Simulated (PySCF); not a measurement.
C4H4N2.

```xyz
10

C      0.0000     0.0000    -1.3534
C      0.0000    -1.1827    -0.6181
N      0.0000    -1.1894     0.7122
C      0.0000     0.0000     1.3074
N      0.0000     1.1894     0.7122
C      0.0000     1.1827    -0.6181
H      0.0000     0.0000    -2.4449
H      0.0000    -2.1585    -1.1184
H      0.0000     0.0000     2.4042
H      0.0000     2.1585    -1.1184
```
Charge 0, spin multiplicity 1.

Geometry optimised at PBE0-D3(BJ)/def2-SVP.

Method: B3LYP/pcSseg-1 run with PySCF. Non-relativistic, no solvent.

**Question.** Give the absolute GIAO shielding of each atom: isotropic value and principal components (ppm). (Estimate from the structure and the level; the computed values follow.)

**Answer.** 
| atom | σ(iso) | σ11 | σ22 | σ33 | span |
|---|---|---|---|---|---|
| C1 | 52.0 | -68.6 | 57.6 | 167.0 | 235.6 |
| C2 | 16.2 | -101.8 | 7.4 | 142.9 | 244.7 |
| N3 | -81.0 | -346.7 | -179.0 | 282.8 | 629.4 |
| C4 | 12.7 | -87.4 | 9.1 | 116.3 | 203.6 |
| N5 | -81.0 | -346.7 | -179.0 | 282.8 | 629.4 |
| C6 | 16.2 | -101.8 | 7.4 | 142.9 | 244.7 |
| H7 | 24.4 | 22.8 | 23.0 | 27.5 | 4.7 |
| H8 | 22.7 | 19.1 | 22.1 | 26.8 | 7.7 |
| H9 | 22.1 | 17.5 | 23.1 | 25.6 | 8.0 |
| H10 | 22.7 | 19.1 | 22.1 | 26.8 | 7.7 |
